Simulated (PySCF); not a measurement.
Species: C₈H₁₀Si.
Geometry (PBE0-D3(BJ)/def2-SVP, Å), atoms numbered from 1 in this order:
```
atom  x, y, z in Å
C1    -1.245   -1.655   -1.467
C2    -1.567   -0.534   -0.806
C3    -0.650    0.442   -0.206
C4    -1.000    1.756   -0.165
Si5    0.503    2.762    0.279
C6     1.540    1.227    0.473
C7     0.751    0.138    0.270
C8     1.247   -1.194    0.638
C9     0.532   -2.239    1.076
H10   -2.023   -2.255   -1.947
H11   -0.215   -2.001   -1.565
H12   -2.620   -0.231   -0.782
H13   -1.982    2.081   -0.518
H14    0.914    3.696   -0.816
H15    0.408    3.558    1.544
H16    2.560    1.113    0.846
H17    2.340   -1.278    0.638
H18   -0.558   -2.218    1.137
H19    1.033   -3.153    1.403
```

Mayer bond orders were computed from the PBE0/pcSseg-1 density (PySCF). Geometry: PBE0-D3(BJ)/def2-SVP, one conformer, isolated molecule.

Question: Rank these bonds by Mayer order, highest first.
A. Si5–C6
B. C7–C8
C. C6–C7
D. C1–C2
E. C7–C3

Answer: D (1.92), C (1.81), B (1.11), E (0.96), A (0.90).

Question: Set the orders of all bonds between heavy atoms beside their lengths and the difference of the IAO charges at their ends.

Answer: 
```tsv
bond	Mayer order	length (Å)	q(first) − q(second) (e)
C1–C2	1.917	1.340	-0.154
C8–C9	1.917	1.340	+0.154
C3–C4	1.808	1.360	+0.454
C6–C7	1.808	1.360	-0.454
C2–C3	1.110	1.468	-0.159
C7–C8	1.110	1.468	+0.159
C7–C3	0.964	1.511	0.000
C4–Si5	0.900	1.863	-1.194
Si5–C6	0.900	1.863	+1.193
```

For a closed shell the Mayer order of atoms A and B is Σ (PS)μν (PS)νμ over the basis functions μ on A and ν on B, with P the density and S the overlap matrix.

The run behind these numbers computed NMR shieldings as well. Time: 79 s of wall time; peak memory 0.99 GiB. Hardware: one thread of an Arm Neoverse N1, on a shared host.
